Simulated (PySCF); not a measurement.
# Calculated properties of `O[SiH2]/C=C/[SiH3]`

Compound: C₂H₈OSi₂.
Numbering: `[OH:1][SiH2:2]/[CH:3]=[CH:4]/[SiH3:5]` (hydrogens: H6 on O1; H7, H8 on Si2; H9 on C3; H10 on C4; H11, H12, H13 on Si5)

Cartesian coordinates in Å at the GFN2-xTB level; atoms count from 1:
```xyz
13
C2H8OSi2 angstrom
O      2.718   -0.395    1.275
Si     2.014    0.059   -0.122
C      0.190   -0.221    0.222
C     -0.810    0.296   -0.490
Si    -2.640    0.017   -0.158
H      3.663   -0.371    1.393
H      2.498   -0.774   -1.229
H      2.319    1.464   -0.414
H     -0.055   -0.861    1.062
H     -0.555    0.939   -1.326
H     -2.811   -1.116    0.753
H     -3.317   -0.257   -1.429
H     -3.220    1.222    0.445
```

Among its groups: C=C double bond, Si–H bond and C–Si bond.

GFN2-xTB geometry:

| Quantity | Value |
| --- | --- |
| Point group of the GFN2-xTB geometry | C1 |
| Rotational constants A, B, C of the GFN2-xTB geometry | 12.591, 1.002, 0.951 GHz |

PBE0/def2-SVPD ground state and vertical TDDFT (core frozen in the response) (PySCF):

| Quantity | Value |
| --- | --- |
| Dipole moment | 1.27 D |
| HOMO energy | -7.93 eV |
| LUMO energy | -0.90 eV |
| HOMO–LUMO gap | 7.03 eV |
| Lowest singlet excitation | 5.74 eV (216 nm, f = 0.001) |
| Strongest line among the 6 lowest singlet transitions | S2 at 6.40 eV (194 nm, f = 0.296) |
| Lowest triplet excitation (Tamm–Dancoff) | 4.04 eV |
| Static isotropic polarisability | 84.2 au |
| Electronic spatial extent ⟨r²⟩ about the centre of nuclear charge | 1191 bohr² |

**PBE0/pcSseg-1 ground state and GIAO shieldings, non-relativistic (PySCF)**

| Quantity | Value |
| --- | --- |
| Lowest Hirshfeld atomic charge | -0.31 e on O1 |
| Highest Hirshfeld atomic charge | +0.40 e on Si2 |
| 13C chemical shifts (computed TMS as zero) by class | 162.1 (C3), 151.6 (C4) ppm |
| 1H chemical shifts (computed TMS as zero) by class | 7.31 (H9), 6.81 (H10), 5.30 (H7/H8), 4.21 (H11/H12/H13), 0.77 (H6) ppm |
| Isotropic shieldings of nuclei other than C and H, by class | 327 (O1), 381 (Si2), 422 (Si5) ppm |
| Mayer bond orders between heavy atoms | O1–Si2 1.03, Si2–C3 0.88, C3–C4 1.93, C4–Si5 0.89 |

Monoisotopic mass from the formula: 104.0114 u.

The dipole equals about 4.2 × 10⁻³⁰ C·m (1 D = 3.33564 × 10⁻³⁰ C·m). No computed singlet falls in the visible range (750 to 380 nm, 1.65 to 3.26 eV); S1 lies 2.48 eV above its blue end. The largest Löwdin shares of the HOMO are 0.31 on C4, 0.30 on C3, 0.09 on Si2 and 0.07 on Si5. With B = h/(8π²I), that is 505.379 GHz u Å² over I, the principal moments of inertia are 40.1, 504.2 and 531.5 u Å² (most abundant isotopes); the inertial defect Ic − Ia − Ib is -12.8 u Å² (zero for a rigid planar frame, negative otherwise). The polarisability is 12.48 Å³ as a volume (1 au = 0.148185 Å³), or 1.50 au for each of the 56 electrons. The rotational constants make it an asymmetric top with κ = (2B − A − C)/(A − C) = -0.99, nearer the prolate limit (−1).

The structure is a single GFN2-xTB conformer in the gas phase; no vibrational or solvent corrections. NMR classes are plain means over equivalent atoms (diastereotopic ones count apart unless rotation or inversion swaps them), as if these changed places fast; in this geometry the members of some classes differ.
